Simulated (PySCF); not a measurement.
Molecule: `InChI=1S/C4H7NOS/c1-4(6)5-2-3-7/h2-3,7H,1H3,(H,5,6)/p-1/b3-2+`.

Cartesian coordinates in Å; atom numbers follow the order of the lines, from 1:
```xyz
13

C    -2.2441    0.2504    0.0550
C    -1.0562   -0.4512   -0.6089
O    -1.2089   -1.3539   -1.4269
N     0.1275    0.0308   -0.1965
C     1.4108   -0.3764   -0.5966
C     2.5129    0.2059   -0.0881
S     4.1203   -0.1754   -0.4683
H    -2.2052    0.1235    1.1366
H    -2.2314    1.3156   -0.1738
H    -3.1669   -0.1829   -0.3210
H     0.1244    0.7779    0.4857
H     1.4346   -1.1695   -1.3225
H     2.3779    1.0058    0.6463
```

Total charge -1.

Frames of a GFN2-xTB Langevin trajectory at 300 K; GIAO PBE0/pcSseg-1 shieldings in PySCF, gas phase, non-relativistic; equivalent atoms averaged within each frame.

Shifts are taken against calculated references (same method and geometry level): TMS for ¹³C (σ = 186.93 ppm), ¹H (σ = 31.72 ppm); H2O for ¹⁷O (σ = 336.08 ppm); ¹⁵N (σ = 267.73 ppm) against NH3; CS2 for ³³S (σ = 503.73 ppm). The references are static minima.

**Question.** How do the shifts (ppm) fluctuate along the trajectory?

**Answer.** 
```csv
time (fs),C6,C2,C5,C1,O3,N4,S7,H13,H12,H11
250,150.6,149.7,114.7,24.2,383.0,170.4,-12,7.30,7.23,6.34
425,151.1,149.7,119.8,27.9,383.3,167.5,3,7.47,6.94,7.07
625,166.3,153.1,122.1,26.4,372.9,182.9,97,8.81,7.00,6.74
800,156.4,156.4,120.0,25.1,410.8,169.9,24,7.31,6.11,6.69
1000,149.4,158.7,116.7,21.4,410.3,173.5,3,7.51,7.83,6.22
mean of frames,154.8,153.5,118.7,25.0,392.1,172.8,23,7.68,7.02,6.61
standard deviation,7.0,4.0,2.9,2.5,17.4,6.0,43,0.64,0.62,0.34
```

5 frames give an uncertainty of the mean of about the standard deviation over 2.2 at best, since frames this close in time may not be independent; classical motion lacks zero-point vibration, and the reference would need the same averaging.
